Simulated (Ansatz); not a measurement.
Two structures of HfGaH2Cl5O, singlet, reached by relaxing down either side of one saddle point (PBE0-D4/def2-TZVP). Energies are electronic, without zero-point energy. Program: Ansatz 0.2.0. Basis: def2-TZVPP and def2-QZVPP. Cores are frozen in the correlated methods. Filled d shells of the heavier atoms are correlated. Core potentials replace the inner electrons of the atoms past krypton. The def2 sets are not built for correlating such inner shells, so the correlated values are less sure here. Extrapolation: Hartree–Fock as exp(−7.88 √X), correlation as X^−2.97. First:

```
10
angstrom
Ga 0.0089 -1.9376 -0.2831
H -0.8801 -0.6146 -0.5286
Cl 0.4124 -3.1119 -2.0124
Cl -0.3070 -2.8870 1.6026
Hf 0.2461 1.2928 -0.1494
O -0.8816 1.4191 1.3407
Cl -0.8320 1.8006 -2.1550
Cl 1.7830 3.0335 0.0954
Cl 1.9406 -0.5191 0.0226
H -1.4902 1.5241 2.0673
```

Second:

```csv
atom,x (Å),y (Å),z (Å)
Ga1,-0.0179,-1.7623,0.7440
H2,0.8465,1.0747,-2.3697
Cl3,-0.7942,-3.3367,-0.4524
Cl4,0.1222,-1.9392,2.8574
Hf5,0.3548,1.3531,-0.6360
O6,-0.8790,-0.0937,0.2801
Cl7,-1.5105,2.6747,-1.0993
Cl8,1.8651,2.7791,0.4075
Cl9,1.8324,-0.7877,-0.1644
H10,-1.8193,0.0380,0.4329
```

Question: Which bonds change from the first to the second?

Answer: HfGaH₂Cl₅O ([OH][Hf]1([Cl])([Cl])[H][Ga]([Cl])([Cl])[Cl]1) → HfGaH₂Cl₅O ([Cl][Ga]1([Cl])[OH][HfH]([Cl])([Cl])[Cl]1); bonds formed: Ga1–O6; dative contacts that become bonds: H2–Hf5; bonds broken: Ga1–H2; bonds weakened to dative contacts: Hf5–O6.

Question: Give the saddle point's structure and its height above each. (Judge from chemistry; the value comes from the calculation.)

Answer: Computed: 103.9 kJ/mol above the first and 80.4 kJ/mol above the second (CCSD(T) at an estimated basis limit (MP2 extrapolated from triple and quadruple zeta, plus CCSD(T) − MP2 in triple zeta)).
```json
{"atom": "Ga1", "x (Å)": "0.0499", "y (Å)": "-1.5193", "z (Å)": "0.1885"}
{"atom": "H2", "x (Å)": "0.1152", "y (Å)": "-0.1745", "z (Å)": "-1.4863"}
{"atom": "Cl3", "x (Å)": "-0.2961", "y (Å)": "-2.9657", "z (Å)": "-1.3333"}
{"atom": "Cl4", "x (Å)": "-0.4911", "y (Å)": "-2.2627", "z (Å)": "2.1522"}
{"atom": "Hf5", "x (Å)": "0.1797", "y (Å)": "1.3838", "z (Å)": "-0.4634"}
{"atom": "O6", "x (Å)": "-0.9257", "y (Å)": "0.3632", "z (Å)": "0.7946"}
{"atom": "Cl7", "x (Å)": "-1.3538", "y (Å)": "2.4762", "z (Å)": "-1.8260"}
{"atom": "Cl8", "x (Å)": "1.8763", "y (Å)": "2.9824", "z (Å)": "-0.1284"}
{"atom": "Cl9", "x (Å)": "2.0036", "y (Å)": "-0.3984", "z (Å)": "0.4051"}
{"atom": "H10", "x (Å)": "-1.1580", "y (Å)": "0.1149", "z (Å)": "1.6970"}
```

No T1 diagnostic of these runs exceeds 0.015.

Ligand swaps between two centres remove the fluorinated layer in thermal atomic layer etching, and scramble precursors in the gas phase.

Labels in which every atom is bracketed show which atoms are joined, not bond orders.

For scale, one of the runs: CCSD(T)/def2-TZVPP, 373 basis functions, launched by `ansatz run in.yaml --threads 4 --pin off --events-out ev --progress --plain --max-ram 63488MiB --backend cuda --devices 0, --max-vram 37GiB`. The run took 31 s on 4 CPU threads of an AMD EPYC 7R13 and a share of one NVIDIA H100 (shared host), with 0.9 GiB of host memory at its peak.
